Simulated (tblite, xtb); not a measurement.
C3H3 (SMILES C#C[CH2-]), charge -1, singlet, geometry from GFN2-xTB. Base run: GFN1-xTB run with xtb.

Here is a job for xtb.
```
$ xtb mol.xyz --gfn 1 --chrg -1 --json

# file mol.xyz
6

C     -0.00058846    -0.06735310     0.13145175
C      0.01272709     0.42165409     1.28692893
C     -0.00916618    -0.23508926    -1.20054090
H      0.00817204    -0.08669387     2.25254432
H      0.90933867    -0.33006222    -1.78374476
H     -0.93534543    -0.29851433    -1.77583821
```

Programs used: tblite, xtb; a row that names a program was run with it.

Each row names what was changed in the base input (with any setting that the change needs).

```
change                                                         ΔE vs base (mEh)  HOMO-LUMO gap (eV)  SCF cycles
-------------------------------------------------------------  ----------------  ------------------  ----------
base                                                                      0.000                4.44          10
etemp = 1000                                                              0.000                4.44          10
acc = 0.1                                                                 0.000                4.44          10
gbsa = chcl3                                                                  ?                   ?          10
etemp = 5000                                                             -0.456                4.45          10
program = tblite; method = gfn1; option = (--guess, eeq)                  0.000                   -           -
program = tblite; method = gfn1; option = (--efield, 0,0,0.1)             0.572                   -           -
acc = 30                                                                  0.000                4.44           8
```

### Question
Complete the blanks.

### Answer

- gbsa = chcl3, ΔE vs base (mEh): -89.226
- gbsa = chcl3, HOMO-LUMO gap (eV): 4.41

ALPB and GBSA are two models with their own fitted parameters for each solvent, which aren't always the measured dielectric constant.
